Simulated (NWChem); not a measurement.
Program: NWChem. System: H3NPbS, charge 0, spin multiplicity 1, at a geometry optimised with PBE0/def2-SVP with def2 effective core potentials on Pb. The structure started from a generated list of species. Level: B3LYP/def2-TZVP with def2 effective core potentials on Pb, VWN1-RPA local correlation.

NWChem printed:

```
             Northwest Computational Chemistry Package (NWChem) 7.3.0
             --------------------------------------------------------

                                NWChem Input Module
                                -------------------

 Scaling coordinates for geometry "geometry" by  1.889725989
 (inverse scale =  0.529177249)

 Turning off AUTOSYM since
 SYMMETRY directive was detected!

                             Geometry "geometry" -> ""
                             -------------------------

 Output coordinates in angstroms (scale by  1.889725989 to convert to a.u.)

  No.       Tag          Charge          X              Y              Z
 ---- ---------------- ---------- -------------- -------------- --------------
    1 Pb                  82.0000    -0.40750800    -0.15139000     0.00000000
    2 N                    7.0000     1.01987100    -1.72702700     0.00000000
    3 H                    1.0000     0.77509800    -2.71216600     0.00000000
    4 H                    1.0000     2.02741500    -1.59852600     0.00000000
    5 S                   16.0000     1.43305800     1.63500400     0.00000000
    6 H                    1.0000     0.54514900     2.65378500     0.00000000

 Effective nuclear repulsion energy (a.u.)     495.8341196881

            Nuclear Dipole moment (a.u.)
            ----------------------------
        X                 Y               Z
 ---------------- ---------------- ----------------
     0.0000585815    -0.0000226767     0.0000000000

      Symmetry information
      --------------------

 Group name             Cs
 Group number              2
 Group order               2
 No. of unique centers     6

      Symmetry unique atoms

     1    2    3    4    5    6


 Summary of "ao basis" -> "" (spherical)
 ------------------------------------------------------------------------------
       Tag                 Description            Shells   Functions and Types
 ---------------- ------------------------------  ------  ---------------------
 *                         def2-tzvp                  on all atoms

                                 NWChem DFT Module
                                 -----------------

 Summary of "ao basis" -> "ao basis" (spherical)
 ------------------------------------------------------------------------------
       Tag                 Description            Shells   Functions and Types
 ---------------- ------------------------------  ------  ---------------------
[...]
 Vector   23  Occ=2.000000D+00  E=-2.530861D-01  Symmetry=a'
              MO Center=  5.6D-01,  8.0D-01, -7.4D-16, r^2= 4.4D+00
   Bfn.  Coefficient  Atom+Function         Bfn.  Coefficient  Atom+Function
  ----- ------------  ---------------      ----- ------------  ---------------
     6      0.357225  1 Pb s                108      0.325337  5 S  px
   111      0.262031  5 S  px                 5      0.249057  1 Pb s
   109      0.240598  5 S  py                10      0.234548  1 Pb px
     3     -0.230021  1 Pb s                 13     -0.192516  1 Pb px
    16     -0.186646  1 Pb px               112      0.176521  5 S  py

 Vector   24  Occ=2.000000D+00  E=-2.356840D-01  Symmetry=a"
              MO Center=  1.2D+00,  3.3D-01,  3.5D-14, r^2= 4.1D+00
   Bfn.  Coefficient  Atom+Function         Bfn.  Coefficient  Atom+Function
  ----- ------------  ---------------      ----- ------------  ---------------
   110      0.392931  5 S  pz               113      0.323524  5 S  pz
    58     -0.269360  2 N  pz                64     -0.244377  2 N  pz
    61     -0.226327  2 N  pz               107      0.189909  5 S  pz
   101     -0.154039  5 S  pz                23     -0.077382  1 Pb d -1
   104     -0.069703  5 S  pz                33      0.029127  1 Pb d -1

 Vector   25  Occ=0.000000D+00  E=-7.901923D-02  Symmetry=a"
              MO Center= -3.0D-01, -1.5D-01, -4.1D-15, r^2= 4.4D+00
   Bfn.  Coefficient  Atom+Function         Bfn.  Coefficient  Atom+Function
  ----- ------------  ---------------      ----- ------------  ---------------
    18      0.530368  1 Pb pz                12     -0.372426  1 Pb pz
    21      0.374239  1 Pb pz                15      0.288352  1 Pb pz
    64     -0.215190  2 N  pz               113     -0.199767  5 S  pz
    58     -0.166240  2 N  pz               110     -0.139336  5 S  pz
    61     -0.129545  2 N  pz               107     -0.081373  5 S  pz

 Vector   26  Occ=0.000000D+00  E=-2.765467D-02  Symmetry=a'
              MO Center= -3.8D-01, -2.7D-01,  7.0D-15, r^2= 6.8D+00
   Bfn.  Coefficient  Atom+Function         Bfn.  Coefficient  Atom+Function
  ----- ------------  ---------------      ----- ------------  ---------------
    20      0.724868  1 Pb py                55      0.436911  2 N  s
    17      0.309176  1 Pb py                11     -0.271967  1 Pb py
    90     -0.270193  4 H  s                 98     -0.266571  5 S  s
   112      0.255464  5 S  py                14      0.232374  1 Pb py
    19      0.224014  1 Pb px               111      0.196605  5 S  px

 Vector   27  Occ=0.000000D+00  E=-4.626843D-03  Symmetry=a'
              MO Center= -4.0D-01, -2.0D-01,  3.0D-16, r^2= 7.8D+00
   Bfn.  Coefficient  Atom+Function         Bfn.  Coefficient  Atom+Function
  ----- ------------  ---------------      ----- ------------  ---------------
    19      0.867049  1 Pb px                55     -0.833487  2 N  s
     6      0.386583  1 Pb s                  5      0.345684  1 Pb s
    84      0.323009  3 H  s                112      0.323520  5 S  py
    16      0.286905  1 Pb px                98     -0.287340  5 S  s
    20     -0.261653  1 Pb py                10     -0.215229  1 Pb px

 center of mass
 --------------
 x =  -0.15648084 y =  -0.03724419 z =   0.00000000

 moments of inertia (a.u.)
 ------------------
         532.045636184145        -209.737502919189           0.000000000000
        -209.737502919189         421.554908226395           0.000000000000
           0.000000000000           0.000000000000         953.600544410540

     Multipole analysis of the density
     ---------------------------------

     L   x y z        total         alpha         beta         nuclear
     -   - - -        -----         -----         ----         -------
     0   0 0 0     -0.000000    -24.000000    -24.000000     48.000000

     1   1 0 0     -1.020490    -23.612628    -23.612628     46.204766
     1   0 1 0     -0.580062     -8.872588     -8.872588     17.165114
     1   0 0 1      0.000000      0.000000      0.000000      0.000000

     2   2 0 0    -36.965247   -105.618733   -105.618733    174.272219
     2   1 1 0     -3.046663    -41.912697    -41.912697     80.778731
     2   1 0 1      0.000000      0.000000      0.000000      0.000000
     2   0 2 0    -34.404965   -162.023578   -162.023578    289.642192
     2   0 1 1      0.000000      0.000000      0.000000      0.000000
     2   0 0 2    -36.489891    -18.244946    -18.244946      0.000000

 Task  times  cpu:       16.7s     wall:       16.7s

 Total times  cpu:       16.7s     wall:       16.7s
```

Task: Write an NWChem input that would produce this output.

Result: Several could match; the one computed here: 
```
start mol
memory heap 200 mb stack 800 mb global 1000 mb
geometry units angstroms nocenter noautoz
  Pb    -0.407508    -0.151390     0.000000
  N      1.019871    -1.727027     0.000000
  H      0.775098    -2.712166     0.000000
  H      2.027415    -1.598526     0.000000
  S      1.433058     1.635004     0.000000
  H      0.545149     2.653785     0.000000
  symmetry group Cs
end
basis spherical
  * library def2-tzvp
end
ecp
  Pb library def2-ecp
end
dft
  xc b3lyp
  semidirect memsize 60000000 filesize 0
  iterations 100
end
task dft energy
```
